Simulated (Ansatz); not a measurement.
Computed with Ansatz on PBE0-D4/def2-TZVP structures; ΔE is electronic, products minus reactants. CCSD(T)/CBS is the MP2 limit (def2-TZVPP, def2-QZVPP) plus CCSD(T) − MP2 in def2-TZVPP, frozen cores. This one scheme is used for every species. DFT in def2-TZVPP. B3LYP here is the variant with VWN-RPA as its local correlation; programs differ in this. Each species was taken in one conformer, which may not be the lowest.

`[CH3][Al]([NH2])[SH]` + `F[SiH3]` → `[CH3][Al]([NH2])[SiH2]F` + H₂S  (formal exchange of groups at the Al–S bond)

`[CH3][Al]([NH2])[SH]`:

Cartesian coordinates in Å:
```
C 0.187 -0.816 -1.523
Al 0.111 -0.085 0.275
N -0.723 1.429 0.643
S 1.084 -1.174 1.915
H -0.389 -1.744 -1.592
H 1.214 -1.057 -1.809
H -0.214 -0.121 -2.265
H -1.193 1.992 -0.046
H -0.802 1.856 1.551
H 0.724 -0.280 2.851
```

`F[SiH3]`:

Z-matrix (Å, degrees):
```
Si
F 1 1.600
H 1 1.482 2 108.3
H 1 1.482 2 108.3 3 -120.0
H 1 1.482 2 108.3 3 120.0
```

`[CH3][Al]([NH2])[SiH2]F`:

Z-matrix (Å, degrees):
```
C
Al 1 1.949
H 1 1.094 2 111.0
H 1 1.095 2 111.0 3 118.2
H 1 1.093 2 112.4 3 -121.0
N 2 1.771 1 120.4 3 124.9
Si 2 2.470 1 124.3 3 -56.2
H 6 1.007 2 125.1 1 -178.4
H 6 1.008 2 125.0 1 0.9
F 7 1.618 2 109.9 1 29.5
H 7 1.493 2 114.0 1 149.1
H 7 1.494 2 113.6 1 -89.6
```

H₂S:

Z-matrix (Å, degrees):
```
S
H 1 1.341
H 1 1.341 2 92.3
```

```
             level  ΔE (kJ/mol)  difference from CCSD(T)/CBS
            PBE-D4        105.3                        -17.9
         r2SCAN-D4        121.7                         -1.5
           ωB97X-V        118.9                         -4.3
            B2PLYP        124.0                          0.8
              PBE0        112.7                        -10.5
             B3LYP        117.6                         -5.6
    MP2/def2-TZVPP        133.5                         10.3
SCS-MP2/def2-TZVPP        130.6                          7.4
     HF/def2-QZVPP        133.8                         10.6
      HF/CBS(def2)        133.8                         10.6
       CCSD(T)/CBS        123.2                            0
```

Largest T1 diagnostic among the species: 0.012.

From PBE to PBE0 (25 % exact exchange), in def2-TZVPP and without D4, ΔE moves by +7.4 kJ/mol.
